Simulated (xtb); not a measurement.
C$_{2}$H$_{2}$F$_{3}$O$_{2}$ (SMILES OC(=[OH+])C(F)(F)F), charge +1, singlet, from a rough starting geometry; GFN2-xTB in xtb 6.7.1.

The xtb input:
```
$ xtb mol.xyz --gfn 2 --chrg 1 --opt vtight --json

# file mol.xyz
9

O      1.09077958    -0.95315763     0.07341608
C      0.40788029     0.05639167    -0.01125840
O      0.71097738     1.29226080    -0.24320244
C     -1.18888886    -0.15195688     0.08268764
F     -1.84265600     0.95408330    -0.03091450
F     -1.36258359    -0.67516146     1.30906271
F     -1.56918225    -1.01265320    -0.83332193
H      2.08477474    -0.98055916     0.02548393
H      1.70679632     1.56940700    -0.30058936
```

What the program printed (banner, timings and long lists left out):

```
   ID    Z sym.   atoms
    1    8 O      1, 3
    2    6 C      2, 4
    3    9 F      5-7
    4    1 H      8, 9

           -------------------------------------------------
          |                Calculation Setup                |
           -------------------------------------------------

           -------------------------------------------------
          |                 G F N 2 - x T B                 |
           -------------------------------------------------

          ...................................................
          :                      SETUP                      :
          :.................................................:
          :  # basis functions                  30          :
          :  # atomic orbitals                  30          :
          :  # shells                           16          :
          :  # electrons                        42          :
          :  max. iterations                   250          :
          :  Hamiltonian                  GFN2-xTB          :
          :  restarted?                      false          :
          :  GBSA solvation                  false          :
          :  PC potential                    false          :
          :  electronic temp.          300.0000000     K    :
          :  accuracy                    1.0000000          :
          :  -> integral cutoff          0.2500000E+02      :
          :  -> integral neglect         0.1000000E-07      :
          :  -> SCF convergence          0.1000000E-05 Eh   :
          :  -> wf. convergence          0.1000000E-03 e    :
          :  Broyden damping             0.4000000          :
          :  net charge                          1          :
          :  unpaired electrons                  0          :
          ...................................................

 iter      E             dE          RMSdq      gap      omega  full diag
   1    -27.1911493 -0.271911E+02  0.541E+00    5.52       0.0  T
   2    -27.2193496 -0.282003E-01  0.285E+00    4.46       1.0  T
   3    -27.2212755 -0.192594E-02  0.122E+00    4.06       1.0  T
   4    -27.2223811 -0.110565E-02  0.299E-01    3.85       1.0  T
   5    -27.2224640 -0.828998E-04  0.906E-02    4.01       1.0  T
   6    -27.2225024 -0.383242E-04  0.268E-02    4.02       1.2  T
   7    -27.2225029 -0.526659E-06  0.106E-02    4.02       3.1  T
   8    -27.2225030 -0.130396E-06  0.319E-03    4.02      10.5  T
[...]
         :: total energy             -27.102771248229 Eh    ::
 * total energy  :   -27.1027712 Eh     change       -0.1305622E-10 Eh
 * total energy  :   -27.1072137 Eh     change       -0.4442421E-02 Eh
 * total energy  :   -27.1084263 Eh     change       -0.1212679E-02 Eh
 * total energy  :   -27.1085913 Eh     change       -0.1649927E-03 Eh
 * total energy  :   -27.1086378 Eh     change       -0.4646466E-04 Eh
 * total energy  :   -27.1086460 Eh     change       -0.8165846E-05 Eh
 * total energy  :   -27.1086481 Eh     change       -0.2107526E-05 Eh
 * total energy  :   -27.1086485 Eh     change       -0.3758510E-06 Eh
 * total energy  :   -27.1086485 Eh     change       -0.3321877E-07 Eh
   *** GEOMETRY OPTIMIZATION CONVERGED AFTER 9 ITERATIONS ***
         :: total energy             -27.108648488226 Eh    ::
[...]
     3   8 O        1.658    -0.174    16.941     5.556
     4   6 C        3.318     0.504    17.292     6.623
     5   9 F        0.790    -0.118    10.421     3.813
     6   9 F        0.791    -0.121    10.452     3.819
     7   9 F        0.791    -0.121    10.450     3.819
     8   1 H        0.802     0.423     0.444     1.047
     9   1 H        0.802     0.424     0.444     1.046

 Mol. C6AA /au·bohr⁶  :        773.340002
 Mol. C8AA /au·bohr⁸  :      16342.660096
 Mol. α(0) /au        :         38.767710

Wiberg/Mayer (AO) data.
largest (>0.10) Wiberg bond orders for each atom

 ---------------------------------------------------------------------------
     #   Z sym  total        # sym  WBO       # sym  WBO       # sym  WBO
 ---------------------------------------------------------------------------
     1   8 O    2.477 --     2 C    1.468     8 H    0.781     3 O    0.201
     2   6 C    3.889 --     3 O    1.471     1 O    1.468     4 C    0.832
     3   8 O    2.480 --     2 C    1.471     9 H    0.780     1 O    0.201
     4   6 C    3.905 --     5 F    1.011     7 F    0.997     6 F    0.996
                             2 C    0.832
     5   9 F    1.162 --     4 C    1.011
     6   9 F    1.159 --     4 C    0.996
     7   9 F    1.159 --     4 C    0.997
     8   1 H    0.821 --     1 O    0.781
     9   1 H    0.821 --     3 O    0.780
 ---------------------------------------------------------------------------

Topologies differ in total number of bonds
Writing topology from bond orders to xtbtopo.mol

molecular dipole:
                 x           y           z       tot (Debye)
 q only:        2.629       0.449      -0.216
   full:        3.171       0.533      -0.262       8.200
molecular quadrupole (traceless):
                xx          xy          yy          xz          yz          zz
 q only:        8.352       1.613      -1.673      -1.129      -0.823      -6.680
  q+dip:       11.351       2.557      -4.126      -1.478      -0.612      -7.225
   full:       10.680       2.475      -4.246      -1.371      -0.474      -6.434

optimized geometry written to: xtbopt.xyz

           -------------------------------------------------
          | TOTAL ENERGY              -27.108648488226 Eh   |
          | GRADIENT NORM               0.000058880879 Eh/α |
          | HOMO-LUMO GAP               4.075471176911 eV   |
           -------------------------------------------------

normal termination of xtb
```
